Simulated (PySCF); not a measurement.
**Spinor energies of Tl⁷⁸⁺ (thallium, charge +78)**

Start: [He] 2s1; 2s1/2 filled at m_j = +1/2. Calculated with PySCF 2.14 in an even-tempered Gaussian basis (16 s from 71 bohr⁻², ratio 2.4; 13 p from 92 bohr⁻², ratio 2.4; 5 d from 280 bohr⁻², ratio 2.6; 4 f from 420 bohr⁻², ratio 2.6): generalised Hartree-Fock with the X2C-1e Hamiltonian and a Gaussian nucleus; one run each with spin-orbit coupling (SO) switched off, then screened by Boettger's factors.

| spinor shell | electrons | ε, spin-free (eV) | ε, screened SO (eV) | weight of nominal j (screened SO) | rms radius, screened SO (bohr) |
| --- | --- | --- | --- | --- | --- |
| 1s1/2 | 2 | -96530.0 | -96530.0 | 1.000 | 0.0183 |
| 2s1/2 | 1 | -24270.5 | -24270.5 | 1.000 | 0.0709 |

| quantity | spin-free | screened SO |
| --- | --- | --- |
| E (hartree) | -8087.80959 | -8087.80959 |
| M_J | 1/2 | 1/2 |
| ⟨J²⟩ | 0.750 | 0.750 |
| ⟨L²⟩ | 0.000 | 0.000 |
| ⟨S²⟩ | 0.750 | 0.750 |

Each row is a mean over spinors that exchange with the open shell spreads, by up to 82.322 eV (1s1/2).

Breit and QED terms are absent; they matter most for the inner s and p1/2 levels.

Densities and radii are taken from the X2C orbitals without a picture-change correction, which distorts them close to the nucleus.

Without spin-orbit coupling the j labels of p, d and f shells carry no meaning; the spin-free column gives the mean over the occupied spinors of each nl shell.
